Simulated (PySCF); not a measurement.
Compound: C3H5BOTe.
Atom-mapped SMILES: `[BH:1]1[CH:2]=[CH:3][Te:4][CH2:5][O:6]1` (hydrogens: H7 on B1; H8 on C2; H9 on C3; H10, H11 on C5)

Cartesian coordinates in Å at the PBE0-D3(BJ)/def2-SVP level; atoms count from 1:
```
atom  x, y, z in Å
B1     0.3968   -1.3113    0.1691
C2     1.3466   -0.1024   -0.0491
C3     1.0694    1.1514    0.3643
Te4   -0.8308    1.7432    1.0352
C5    -1.6276   -0.0031    0.0139
O6    -0.9485   -1.1798    0.3172
H7     0.8171   -2.4379    0.2998
H8     2.3757   -0.2893   -0.3810
H9     1.8304    1.9396    0.3947
H10   -2.6803   -0.1031    0.3101
H11   -1.5628    0.2213   -1.0628
```

Theory: PBE0-D3(BJ)/def2-SVP geometry optimisation, gas phase, def2 core potentials past Kr (PySCF 2.14.0).

Take the most abundant isotopes and a rigid rotor. The values belong to one conformer with, in the numbering `[BH:1]1[CH:2]=[CH:3][Te:4][CH2:5][O:6]1`, O6–B1–C2–C3 26°, C2–C3–Te4–C5 -19°, C3–Te4–C5–O6 50°, Te4–C5–O6–B1 -54°.

Give the principal moments of inertia and the rotational constants in MHz.

Ia = 123.89, Ib = 306.09, Ic = 411.83 u·Å²; 505379 MHz·u·Å²/I gives A = 4079, B = 1651, C = 1227 MHz.

Classify the top.

An asymmetric top: κ = (2 × 1651 − 4079 − 1227)/(4079 − 1227) = -0.70.

What does the inertial defect say?

Not planar: Δ = Ic − Ia − Ib = -18.14 u·Å². For a rigid frame Δ = −2 Σ m c², so Σ m c² = 9.07 u·Å² lies off the ab plane: 3.45 from hydrogen and 5.62 from heavier atoms. The atom farthest from that plane is 1.59 Å away.

Give the other two planar moments, Paa and Pbb, and the rms extents of the mass along the axes.

Paa = Σ m a² = (Ib + Ic − Ia)/2 = 297.02 and Pbb = Σ m b² = (Ia + Ic − Ib)/2 = 114.81 u·Å². With the mass M = 197.95 u, the rms extents √(P/M) along a, b and c are 1.22, 0.76, 0.21 Å.

Which types of transition are allowed, and where do some lines up to J = 3 fall?

The dipole components are |μa| = 1.13 D, |μb| = 0.24 D, |μc| = 1.08 D. Intensities carry the squares of the components, which stand as 1.00 : 0.05 : 0.92 (a : b : c). Some lines, for components of 0.1 D or more:

| type | branch | J(Ka,Kc) | MHz | lower level (cm⁻¹) |
| --- | --- | --- | --- | --- |
| a | Q | 1(1,0) ← 1(1,1) | 424 | 0.177 |
| b | R | 3(1,2) ← 2(2,1) | 1952 | 0.640 |
| a | Q | 3(1,2) ← 3(1,3) | 2540 | 0.621 |
| a | R | 1(0,1) ← 0(0,0) | 2878 | 0.000 |
| b | Q | 2(1,1) ← 2(0,2) | 3327 | 0.286 |
| c | R | 1(1,0) ← 0(0,0) | 5730 | 0.000 |
| a | R | 2(1,1) ← 1(1,0) | 6180 | 0.191 |
| c | Q | 2(2,1) ← 2(1,1) | 7285 | 0.397 |
| a | R | 3(1,3) ← 2(1,2) | 7969 | 0.355 |
| b | Q | 2(2,1) ← 2(1,2) | 8557 | 0.355 |
| a | R | 3(2,2) ← 2(2,1) | 8635 | 0.640 |
| a | R | 3(2,1) ← 2(2,0) | 8833 | 0.642 |
| c | Q | 3(3,1) ← 3(2,1) | 12982 | 0.937 |
| b | Q | 3(3,1) ← 3(2,2) | 13231 | 0.928 |
| c | R | 2(2,0) ← 1(1,0) | 13516 | 0.191 |
| c | R | 2(2,1) ← 1(1,1) | 13889 | 0.177 |
| b | R | 2(2,0) ← 1(1,1) | 13940 | 0.177 |
| b | R | 3(2,2) ← 2(1,1) | 15920 | 0.397 |
| c | R | 3(2,2) ← 2(1,2) | 17191 | 0.355 |
| b | R | 3(3,1) ← 2(2,0) | 21815 | 0.642 |
| b | R | 3(3,0) ← 2(2,1) | 21870 | 0.640 |

Estimate the classical rotational partition function at 10 K, 25 K and 50 K.

Point group C1, symmetry number σ = 1; q = (√π/σ)·√((kT/h)³/(ABC)), k/h = 20836.6 MHz/K: 1850 at 10 K, 7330 at 25 K, 20700 at 50 K.

Whether it is a minimum is left open (no frequencies). No vibrational averaging or centrifugal distortion is included, and the geometry carries the error of its method. Quadrupole hyperfine structure (11B) is left out.
